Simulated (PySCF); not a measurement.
SMILES C(=O)(C)C(=O)C at its GFN2-xTB optimised geometry (Å):

```
12

C     -1.6217    -0.7608     0.6355
C     -0.2741    -0.6911    -0.0099
O      0.3067    -1.6214    -0.5097
C      0.3455     0.7195     0.0000
C      1.8413     0.7195     0.0000
O     -0.3500     1.7038     0.0000
H     -2.2301     0.0651     0.2718
H     -2.0992    -1.7158     0.4365
H     -1.5042    -0.6287     1.7107
H      2.1942     0.0119    -0.7478
H      2.2301     1.7158    -0.1896
H      2.1931     0.3694     0.9701
```

Level of theory: B3LYP/def2-TZVP (PySCF). Cells within 0.4 Å of a nucleus heavier than hydrogen are left out (blank, or x).

Map of the Laplacian of the electron density (e/bohr⁵), clipped to [-1.50, 1.50] on the plane z = 0.0 Å:

```
|6666666666666666666666666666666|
|6666666666666666666666666666666|
|6666666666666666666666666666666|
|6666666666666666666666666666666|
|6666666666666666666666666666666|
|6666666666667777666666666666666|
|6666666666677777776666666666666|
|6666666666778998777677777666666|
|66666666667795x6977777777766666|
|6666666666788xxx987777357766666|
|6666666667788xx0987776257766666|
|6666666667779841577763267776666|
|666666677777798xxx34xxx77776666|
|666666777777788xxx24xxx77776666|
|6666677777777772467779577776666|
|6666677657777753577777777766666|
|66666777677776x1677777777766666|
|6666677777765xxx787777777666666|
|6666677777765xxx787777666666666|
|6666677777777764798776666666666|
|6666677777777898798776666666666|
|6666667777777799898776666666666|
|6666667777777789997776666666666|
|6666666777767777777766666666666|
|6666666666666677777666666666666|
|6666666666666666666666666666666|
|6666666666666666666666666666666|
|6666666666666666666666666666666|
|6666666666666666666666666666666|
|6666666666666666666666666666666|
|6666666666666666666666666666666|
```
Scale: ten equal steps from -1.50 (start of '0') to 0.671 (end of '9'), in the order '0123456789'; x runs from -4.50 to 4.50, y from -4.50 (bottom) to 4.50 (top).
